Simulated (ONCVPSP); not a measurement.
# gadolinium: variants of one ONCV potential

Base potential:

ONCVPSP 4.0.1 input, shortened (lines: element, Z, core and valence counts, functional; n l f; lmax; l rc ep ncon nbas qcut; lloc lpopt rc5 dvloc0; l nproj debl; icmod fcfact rcfact), PBEsol, fully relativistic:

```
  Gd 64.00    9    5  -116133      upf
    1    0    2.00
    2    0    2.00
    2    1    6.00
    3    0    2.00
    3    1    6.00
    3    2   10.00
    4    0    2.00
    4    1    6.00
    4    2   10.00
    4    3    7.00
    5    0    2.00
    5    1    6.00
    5    2    1.00
    6    0    2.00
    3
    0    2.50    0.00    3    6    6.20
    1    2.05    0.00    4    7    6.60
    2    3.35    0.00    5    9    4.20
    3    1.05    0.00    4    9   15.90
    4    5    0.70    2.00
    0    2    1.20
    1    2    0.30
    2    2    0.90
    3    3    2.60
    2    0.45    0.80
```

Open shells are filled in proportion to 2j + 1.

In the p channel the program set the typed energies aside and used -0.955, 0.250 Ha (j = l + 1/2; the other j can differ).

All-electron outer shells of the reference configuration (PBEsol, scalar-relativistic, ld1.x):

```json
{"shell": "4d", "level (eV)": "-147.59", "outermost node (bohr)": "0.27", "outermost maximum (bohr)": "0.56"}
{"shell": "5s", "level (eV)": "-49.77", "outermost node (bohr)": "0.65", "outermost maximum (bohr)": "1.20"}
{"shell": "5p", "level (eV)": "-27.28", "outermost node (bohr)": "0.70", "outermost maximum (bohr)": "1.35"}
{"shell": "4f", "level (eV)": "-8.73", "outermost node (bohr)": "–", "outermost maximum (bohr)": "0.56"}
{"shell": "6s", "level (eV)": "-4.15", "outermost node (bohr)": "1.60", "outermost maximum (bohr)": "3.37"}
{"shell": "5d", "level (eV)": "-2.56", "outermost node (bohr)": "0.79", "outermost maximum (bohr)": "1.97"}
```

Cutoffs, loose and tight: the cutoffs (Ha) at which the residual kinetic energy of the hardest occupied pseudo-wave falls to 1 and 0.1 mHa per electron. They do not see the model core or the augmentation charge, which bear on the density cutoff. Test errors are all-electron minus pseudo excitation energies from the reference, over the configurations 4f7 5s2 5p6 5d1 6s1; 4f7 5s2 5p6 5d1 6s0; 4f7 5s2 5p6 5d0 6s0; 4f7 5s2 5p6 5d2 6s0. A dash means not determined; rows that change the core or the reference have their own tests. The largest error is taken over the tests solved by every variant that gives reliable tests at all: 4f7 5s2 5p6 5d1 6s0; 4f7 5s2 5p6 5d1 6s1; 4f7 5s2 5p6 5d2 6s0.

A true bound ghost makes a file unfit for plane-wave use even where its test errors are small: the radial tests pick states by their node count and pass the ghost by.

| change | outcome | cutoff, loose | cutoff, tight | bound ghosts | GHOST(+) flags above zero | largest test error (meV) |
| --- | --- | --- | --- | --- | --- | --- |
| base | generated, projector energies reset by the program | 110 Ha | 120 Ha | s, p3/2, d5/2, p1/2, d3/2 | s | -2.4 |
| all radii but the core radius scaled by about 0.82 (s 2.04, p 1.68, d 2.74, f 0.86 bohr); local potential polynomial inside 0.58 bohr (lpopt 5, dvloc0 2 Ha) | generated, projector energies reset by the program | 196 Ha | 463 Ha | s, p3/2, f7/2, p1/2, f5/2 | s, d5/2, f7/2, d3/2, f5/2 | -5.2 |
| all radii but the core radius scaled by about 0.92 (s 2.30, p 1.88, d 3.08, f 0.96 bohr); local potential polynomial inside 0.64 bohr (lpopt 5, dvloc0 2 Ha) | generated, projector energies reset by the program | 117 Ha | 187 Ha | s, p3/2, d5/2, p1/2, d3/2 | s, f7/2, f5/2 | -3.5 |

Task: What comes out with this change to the base: all radii but the core radius scaled by about 1.11 (s 2.78, p 2.28, d 3.72, f 1.16 bohr); local potential polynomial inside 0.78 bohr (lpopt 5, dvloc0 2 Ha)?

Result: outcome: generated, projector energies reset by the program; cutoff, loose: 101 Ha; cutoff, tight: 111 Ha; bound ghosts: s, p3/2, p1/2; GHOST(+) flags above zero: d5/2, d3/2; largest test error (meV): +7.0.

Task: What comes out with this change to the base: all radii but the core radius scaled by about 1.18 (s 2.94, p 2.42, d 3.94, f 1.24 bohr); local potential polynomial inside 0.82 bohr (lpopt 5, dvloc0 2 Ha)?

Result: outcome: generated, projector energies reset by the program; cutoff, loose: 96 Ha; cutoff, tight: 106 Ha; bound ghosts: s, p3/2, p1/2; GHOST(+) flags above zero: d5/2, d3/2; largest test error (meV): +10.

Task: What comes out with this change to the base: all radii but the core radius scaled by about 1.28 (s 3.20, p 2.62, d 4.28, f 1.34 bohr); local potential polynomial inside 0.90 bohr (lpopt 5, dvloc0 2 Ha)?

Result: outcome: generated, projector energies reset by the program; cutoff, loose: 90 Ha; cutoff, tight: 101 Ha; bound ghosts: s, p3/2; GHOST(+) flags above zero: d5/2, p1/2, d3/2; largest test error (meV): +25.

Reading the sweep of the scale of all radii but the core radius (base = 1) (base included, trends over the rows without a ghost): Bound ghosts are found at 0.82, 0.92, 1, 1.11, 1.18, 1.28. Every judged row has one, so this setting neither creates nor removes them.
